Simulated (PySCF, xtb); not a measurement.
CH3OS, SMILES O=[S]C, multiplicity 2.

Harmonic wavenumbers (cm⁻¹) from xtb with GFN2-xTB at its own minimum, in rising order: 105, 322, 685, 840, 902, 1103, 1284, 1429, 1437, 3041, 3045, 3077.

Q: What does ωB97X-D3(BJ)/def2-TZVP in PySCF 2.14.0 give at its own minimum? (Estimate from the structure and the level; the computed values follow.)

A: 147, 347, 719, 899, 960, 1121, 1345, 1454, 1468, 3067, 3166, 3167. Paired by order, the mean absolute difference is 49 cm⁻¹ and the zero-point energies are 24.7 and 25.5 kcal/mol.
